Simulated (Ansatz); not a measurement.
`Cn1cccc1-c1ccc(-c2ccc(-c3cccn3C)n2C)n1C` with charge -1. The state is a doublet with charge -1. Geometry PBE-D4/def2-SVP; atoms count from 1.

```
atom   x (Å)   y (Å)   z (Å)
  C1  -5.043   2.113  -2.281
  N2  -4.157   1.288  -3.056
  C3  -4.477   0.739  -4.295
  C4  -3.427  -0.087  -4.686
  C5  -2.435  -0.036  -3.671
  C6  -2.891   0.834  -2.647
  C7  -2.264   1.249  -1.421
  C8  -2.318   2.472  -0.707
  C9  -1.408   2.410   0.364
 C10  -0.766   1.147   0.338
 C11   0.212   0.639   1.251
 C12   0.365   0.948   2.625
 C13   1.475   0.242   3.123
 C14   2.038  -0.521   2.069
 C15   3.096  -1.495   2.059
 C16   3.273  -2.661   1.271
 C17   4.478  -3.294   1.677
 C18   5.034  -2.531   2.700
 N19   4.203  -1.437   2.924
 C20   4.500  -0.366   3.836
 N21   1.257  -0.259   0.919
 C22   1.777  -0.389  -0.425
 N23  -1.312   0.437  -0.760
 C24  -1.343  -1.008  -0.818
 H25  -4.915   1.887  -1.202
 H26  -4.859   3.206  -2.413
 H27  -6.093   1.905  -2.575
 H28  -5.426   0.990  -4.783
 H29  -3.379  -0.658  -5.623
 H30  -1.459  -0.532  -3.685
 H31  -2.890   3.357  -1.012
 H32  -1.151   3.216   1.060
 H33  -0.336   1.568   3.198
 H34   1.787   0.195   4.173
 H35   2.564  -3.024   0.520
 H36   4.896  -4.226   1.276
 H37   5.946  -2.665   3.293
 H38   5.598  -0.309   3.994
 H39   4.014  -0.486   4.833
 H40   4.143   0.595   3.411
 H41   1.591  -1.388  -0.876
 H42   1.298   0.371  -1.073
 H43   2.876  -0.229  -0.424
 H44  -2.382  -1.359  -0.989
 H45  -0.973  -1.417   0.143
 H46  -0.715  -1.431  -1.633
```

Single mean-field runs in def2-TZVP are fitted with def2-universal-jkfit. The highest occupied level of the relaxed charge -1 doublet lies above zero (up to 1.28 eV). By energy differences, losing it releases 0.56 eV (each at its own geometry, to the charge 0 singlet, at PBE0-D4/def2-TZVP).

(1) Estimate the Mulliken populations of the heavy atoms from the PBE0/def2-TZVP orbitals of Ansatz.

(2) Where does the spin sit?

(3) And the Mayer bond orders between bonded heavy atoms (over 0.3)?

Results:

(1) 
```tsv
atom	charge (e)	spin (α − β)
C1	-0.35	0.00
N2	0.05	0.04
C3	-0.23	0.09
C4	-0.14	-0.05
C5	-0.33	0.11
C6	0.09	-0.01
C7	0.05	0.14
C8	-0.26	-0.03
C9	-0.30	0.05
C10	0.07	0.07
C11	0.07	0.07
C12	-0.30	0.05
C13	-0.26	-0.03
C14	0.05	0.14
C15	0.09	-0.01
C16	-0.33	0.11
C17	-0.14	-0.05
C18	-0.23	0.09
N19	0.05	0.04
C20	-0.35	0.00
N21	-0.04	0.09
C22	-0.33	-0.01
N23	-0.04	0.09
C24	-0.33	-0.01
```
Mulliken values and Mayer orders depend strongly on the basis.

(2) Summed by element: C 0.70, N 0.26, H 0.03, of 1 unpaired in all. Largest on single atoms: C7 0.14, C14 0.14, C5 0.11.

(3) C1–N2 0.96 (1.44 Å); N2–C3 1.15 (1.39 Å); N2–C6 1.19 (1.41 Å); C3–C4 1.55 (1.39 Å); C4–C5 1.38 (1.42 Å); C5–C6 1.40 (1.42 Å); C6–C7 0.97 (1.44 Å); C7–C8 1.38 (1.42 Å); C7–N23 1.15 (1.42 Å); C8–C9 1.41 (1.41 Å); C9–C10 1.37 (1.42 Å); C10–C11 1.05 (1.43 Å); C10–N23 1.13 (1.42 Å); C11–C12 1.37 (1.42 Å); C11–N21 1.13 (1.42 Å); C12–C13 1.41 (1.41 Å); C13–C14 1.38 (1.42 Å); C14–C15 0.97 (1.44 Å); C14–N21 1.15 (1.42 Å); C15–C16 1.40 (1.42 Å); C15–N19 1.19 (1.41 Å); C16–C17 1.38 (1.42 Å); C17–C18 1.55 (1.39 Å); C18–N19 1.15 (1.39 Å); N19–C20 0.96 (1.44 Å); N21–C22 0.94 (1.45 Å); N23–C24 0.94 (1.45 Å).
